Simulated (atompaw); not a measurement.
**u(r) = r·R(r): atom against pseudo-atom (Ni (Z = 28))**

Columns: radius, all-electron u(r) and pseudo u(r) of the 4s shell (level -33.47 eV) of nickel in the configuration [Ar] 3d7 4s0 4p0; PBE, scalar-relativistic, PAW (atompaw) scheme, atompaw 4.2.0.5.

```json
{"r (bohr)": "0.092", "all-electron": "0.0938", "pseudo": "0.0808"}
{"r (bohr)": "0.185", "all-electron": "0.2283", "pseudo": "0.1615"}
{"r (bohr)": "0.277", "all-electron": "0.0387", "pseudo": "0.2396"}
{"r (bohr)": "0.369", "all-electron": "-0.1967", "pseudo": "0.3152"}
{"r (bohr)": "0.462", "all-electron": "-0.3476", "pseudo": "0.3881"}
{"r (bohr)": "0.554", "all-electron": "-0.3881", "pseudo": "0.4562"}
{"r (bohr)": "0.646", "all-electron": "-0.3414", "pseudo": "0.5196"}
{"r (bohr)": "0.738", "all-electron": "-0.2382", "pseudo": "0.5778"}
{"r (bohr)": "0.831", "all-electron": "-0.1036", "pseudo": "0.6309"}
{"r (bohr)": "0.923", "all-electron": "0.0401", "pseudo": "0.6775"}
{"r (bohr)": "1.015", "all-electron": "0.1811", "pseudo": "0.7179"}
{"r (bohr)": "1.108", "all-electron": "0.3132", "pseudo": "0.7523"}
{"r (bohr)": "1.200", "all-electron": "0.4286", "pseudo": "0.7801"}
{"r (bohr)": "1.292", "all-electron": "0.5272", "pseudo": "0.8017"}
{"r (bohr)": "1.385", "all-electron": "0.6089", "pseudo": "0.8175"}
{"r (bohr)": "1.477", "all-electron": "0.6728", "pseudo": "0.8273"}
{"r (bohr)": "1.569", "all-electron": "0.7207", "pseudo": "0.8316"}
{"r (bohr)": "1.662", "all-electron": "0.7544", "pseudo": "0.8308"}
{"r (bohr)": "1.754", "all-electron": "0.7749", "pseudo": "0.8253"}
{"r (bohr)": "1.846", "all-electron": "0.7841", "pseudo": "0.8153"}
{"r (bohr)": "1.938", "all-electron": "0.7836", "pseudo": "0.8015"}
{"r (bohr)": "2.031", "all-electron": "0.7747", "pseudo": "0.7838"}
{"r (bohr)": "2.123", "all-electron": "0.7592", "pseudo": "0.7630"}
{"r (bohr)": "2.215", "all-electron": "0.7381", "pseudo": "0.7393"}
{"r (bohr)": "2.308", "all-electron": "0.7123", "pseudo": "0.7125"}
{"r (bohr)": "2.400", "all-electron": "0.6834", "pseudo": "0.6834"}
```

Q: How many radial nodes do the two functions have?

A: The all-electron 4s function has n − l − 1 = 3 (the table is too coarse to show those close to the nucleus); the pseudo-wave has 0, since the states of the same l below it are removed with the core.

Q: Is the pseudo-wave norm-conserving?

A: No, it belongs to a PAW set: the norm inside the radius is not constrained, and the difference is carried by the augmentation charge.
